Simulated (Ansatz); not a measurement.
# Pulling the pair apart

The pair of CO (SMILES [C-]#[O+], atoms 1–2) and AsH$_{3}$ (SMILES [AsH3], atoms 3–6), both closed shells, in one local arrangement (a lower one may exist), relaxed at PBE0-D4/def2-TZVP:

C1  (0.160, -0.418, -2.364)
O2  (-0.170, 0.133, -3.285)
As3  (-0.251, 0.481, 1.003)
H4  (1.226, 0.122, 1.029)
H5  (-0.298, 0.661, 2.514)
H6  (-0.667, -0.979, 1.102)
(Å)

AsH$_{3}$ is shifted rigidly along the line between the mean atom positions of the two fragments (negative: closer). Counterpoise interaction energies in kcal/mol. Program: Ansatz 0.2.0. Basis: def2-TZVPPD. Cores are frozen in the correlated methods. Filled d shells of the heavier atoms are correlated. The def2 sets are not built for correlating such inner shells, so the correlated values are less sure here.

| shift (Å) | PBE-D4 | PBE0-D4 | r2SCAN-D4 |
| --- | --- | --- | --- |
| -0.35 | -0.89 | -0.56 | -0.26 |
| -0.18 | -1.08 | -0.83 | -0.54 |
| 0.00 | -1.09 | -0.90 | -0.63 |
| 0.18 | -1.02 | -0.88 | -0.62 |
| 0.42 | -0.86 | -0.76 | -0.53 |
| 0.88 | -0.55 | -0.50 | -0.34 |
| 1.75 | -0.17 | -0.16 | -0.13 |
| 3.51 | 0.02 | 0.01 | -0.02 |

At the largest shift the D4 term itself is slightly repulsive (PBE-D4 +1.6 meV, PBE0-D4 +1.1 meV): a quirk of that model, not of the functional.

(1) What does CCSD(T) give at these shifts? (To be estimated.)

T1 diagnostic: at most 0.015.

Answers

(1) By the calculation: 0.29, -0.23, -0.48, -0.56, -0.55, -0.39, -0.16, -0.03 kcal/mol. For zero shift, CCSD(T) at an estimated basis limit (MP2 extrapolated from triple and quadruple zeta, plus CCSD(T) − MP2 in triple zeta) gives -0.70 kcal/mol. These are counterpoise interaction energies, counted from the two frozen fragments.

For scale, one of the runs: CCSD(T)/def2-TZVPPD, 182 basis functions, launched by `ansatz run in.yaml --threads 2 --pin off --events-out ev --progress --plain --max-ram 5222MiB`. The run took 68 s on 2 CPU threads of an Arm Neoverse V1 (shared host), with 1.8 GiB of host memory at its peak.
